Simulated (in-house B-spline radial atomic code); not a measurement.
RPA and G0W0 for Te⁺, [Kr] 4d10 5s2 5p3, highest spin, as one setting changes: the highest l of the empty states. Start: r2SCAN. A dash marks a level of low quasi-particle weight. Computed with an all-electron radial atomic-structure program (B-spline basis): all electrons, scalar-relativistic (spin-free one-electron X2C), finite nucleus, each spin shell either full or empty, empty states to the listed l with an (l + 1/2)⁻⁴ tail; G0W0 by contour deformation at full frequency.

Spin-orbit coupling, left out, splits p levels strongly here.

```csv
highest l of the empty states,RPA summed (Eh),RPA extrapolated (Eh),G0W0 level (eV)
4,-3.3293,-3.9413,5p up -19.047
5,-3.6062,-3.9919,5p up -19.053
6,-3.7422,-3.9759,5p up -19.047
7,?,?,?
8,-3.8544,-3.9484,5p up -19.036
9,?,?,?
10,-3.8924,-3.9368,5p up -19.033
11,-3.902,-3.9343,5p up -19.032
```

**Question.** What belongs in the row for 7?

**Answer.** RPA summed (Eh): -3.8148; RPA extrapolated (Eh): -3.9632; G0W0 level (eV): 5p up -19.040.

**Question.** What belongs in the row for 9?

**Answer.** RPA summed (Eh): -3.8778; RPA extrapolated (Eh): -3.941; G0W0 level (eV): 5p up -19.034.
